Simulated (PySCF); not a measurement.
Computed spin Hamiltonian

Compound: C4H4F3O2 (doublet state).
Cartesian coordinates in Å at the GFN2-xTB level; atoms count from 1:
```xyz
13
C4H4F3O2 angstrom
O      3.375    0.230    0.521
C      2.042    0.040    0.577
O      1.437   -0.295   -0.570
C      0.119   -0.428   -0.712
C     -0.836   -0.230    0.221
C     -2.270   -0.424   -0.093
F     -2.818   -1.453    0.593
F     -2.509   -0.675   -1.390
F     -3.016    0.652    0.230
H      3.704   -0.069   -0.339
H      1.538    0.465    1.422
H     -0.131   -0.729   -1.719
H     -0.642    0.053    1.240
```

The hyperfine couplings belong to this conformer and change with its torsions.

The species is `O[CH]O/C=C/C(F)(F)F` [radical].

Level of theory: UKS B3LYP, pcH-1 on C F H O, non-relativistic, mean-field spin-orbit, GIAO (PySCF 2.14.0). The structure is a single GFN2-xTB conformer in the gas phase; no vibrational or solvent corrections. Couplings are sensitive to structure, and on GFN2-xTB geometries they can be far from those on DFT ones. No stability test was run, so a lower SCF solution isn't excluded.

```
g1, g2, g3        : 2.00203, 2.00321, 2.00345
g_iso             : 2.00290
Form of g         : rhombic: the two nearest values differ by 17 % of g3 − g1
⟨S²⟩              : 0.7547 (exact 0.7500)
α and β electrons : 36, 35
Total energy      : -604.75376 Eh
Basis functions   : 265
```

Hyperfine couplings atom by atom, in mT; T1 to T3 are the principal values of the dipolar part (MHz turned into mT with g_iso):

```
atom  isotope  a_iso     T1     T2    T3  Mulliken spin population
  O1      17O  -0.77  -2.25   1.06  1.19                      0.11
  C2      13C   4.69  -2.71  -2.65  5.36                      0.80
  O3      17O  -0.24  -0.69   0.31  0.39                      0.00
  C4      13C   0.00  -0.11  -0.04  0.15                      0.01
  C5      13C   0.24  -0.31  -0.25  0.57                      0.11
  C6      13C  -0.16  -0.02   0.01  0.02                      0.00
  F7      19F   0.82  -0.32  -0.31  0.63                      0.00
  F8      19F  -0.02  -0.05   0.00  0.05                      0.00
  F9      19F   0.65  -0.26  -0.25  0.51                      0.00
 H10       1H  -0.42  -0.46  -0.30  0.76                      0.00
 H11       1H  -1.69  -1.21  -0.03  1.24                     -0.03
 H12       1H  -0.17  -0.11  -0.08  0.20                      0.00
 H13       1H  -0.26  -0.07   0.02  0.04                      0.00
```

The Mulliken spin populations are largest on C2 (+0.80), O1 (+0.11) and C5 (+0.11). C2 is the only atom above +0.15. The angles at C2 add up to 357.0°, so it is nearly planar; its axial dipolar tensor and the negative coupling of its proton fit spin in a p orbital normal to that plane.

Axes: g2 points within 5° of the C5–C6 bond and g3 points within 3° of the O1–H10 bond.

Under fast tumbling the dipolar parts average out, and these isotropic splittings remain: 1 × 1H (H11, I = 1/2, 2 lines) with 1.69 mT, 3 × 19F (F7/F8/F9, I = 1/2, 4 lines) with 0.48 mT, 1 × 1H (H10, I = 1/2, 2 lines) with 0.42 mT, 1 × 1H (H13, I = 1/2, 2 lines) with 0.26 mT and 1 × 1H (H12, I = 1/2, 2 lines) with 0.17 mT.

Class means assume fast exchange of nuclei equivalent by connectivity; if that motion is slow, each nucleus keeps its own coupling. The three 19F nuclei of mean +13.5 MHz run from -0.6 to 23.0 MHz in the frozen geometry.

The 17O coupling of O1 (-21.6 MHz) shows only in satellite lines or after enrichment, since that isotope makes up about 0.038 % of natural oxygen.

The 13C coupling of C2 (131.5 MHz) shows only in satellite lines or after enrichment, since that isotope makes up about 1.07 % of natural carbon.

Examples of negative spin density at the nucleus (bohr⁻³): H11 (-0.0106), C6 (-0.0039) and H10 (-0.0026).

Hardware: one thread of an Intel Xeon Platinum 8259CL at 2.50 GHz, on a shared host. Cost: 83 s of wall time (grids of density and orbitals included), 1.0 GiB resident at most.
